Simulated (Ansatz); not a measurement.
Consider the isomerisation: `C[SiH2][SiH](O)O` → `O[SiH2]C[SiH2]O`.

Program: Ansatz. Geometries: PBE0-D4/def2-TZVP. ΔE: electronic, gas phase. CCSD(T)/CBS adds triple-zeta CCSD(T) − MP2 to the extrapolated MP2 energy (def2 sets, frozen cores). DFT in def2-TZVPP. B3LYP here is the variant with VWN-RPA as its local correlation; programs differ in this. One conformer a species, not always the lowest.

| level | ΔE (kJ/mol) | difference from CCSD(T)/CBS |
| --- | --- | --- |
| PBE-D4 | -4.8 | 14.3 |
| PBE0-D4 | -10.0 | 9.1 |
| B3LYP-D4 | -15.0 | 4.1 |
| r2SCAN | -14.8 | 4.3 |
| B3LYP | -10.8 | 8.3 |
| CCSD(T)/def2-TZVPP | -19.8 | -0.7 |
| SCS-MP2/def2-QZVPP | -24.5 | -5.4 |
| HF/CBS(def2) | -20.4 | -1.3 |
| MP2/CBS(def2) | -25.8 | -6.7 |
| CCSD/CBS(def2) | -19.0 | 0.1 |
| CCSD(T)/CBS | -19.1 | 0 |

Largest T1 diagnostic among the species: 0.012.

The D4 term adds −4.2 kJ/mol with B3LYP and −2.0 kJ/mol with PBE0; it sums over pairs of atoms, weighted by their polarisabilities, and B3LYP, whose exchange is more repulsive, gets the larger term. From PBE to PBE0 (25 % exact exchange), in def2-TZVPP and without D4, ΔE moves by −5.7 kJ/mol.
